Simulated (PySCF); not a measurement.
Dipole response of Cs⁻ (caesium, charge -1)

[Xe] 6s2, closed-shell 1S. All numbers are calculated (PySCF 2.14, the spin-free X2C one-electron Hamiltonian (Gaussian nucleus), in x2c-TZVPPall with one added diffuse shell each of s, p, d type (12s8p7d2f1g, 94 functions)). Coupled (time-dependent) response in atomic units; α is the mean over directions.

```
method  mean α (bohr³)  C₆ (like pair)    S(−4)
   UHF            2287          102300  3800000
```

S(−4) is the Cauchy moment in α(ω) = α(0) + S(−4) ω² + …

α(iu) at UHF:

```csv
u (hartree),α(iu) (bohr³)
0,2287
0.0500,520.8
0.100,184.2
0.200,61.57
0.300,34.44
0.500,17.97
0.750,10.82
1.00,7.373
1.50,4.103
2.00,2.641
3.00,1.389
5.00,0.5954
```

A single London oscillator, α(iu) = α/(1 + u²/ω²), gives C₆ = (3/4) ω α². Matching the computed C₆ needs ω = 4 × 102300 / (3 × 2287²) = 0.0261 hartree.

For an ion, C₆ is the dispersion term alone; charge-induced terms of lower order in 1/R come first.

Spin-orbit coupling, which splits the p, d and f shells strongly at this Z, is absent. The outer electron is barely bound at this level, so radii and moments hang on the diffuse functions.
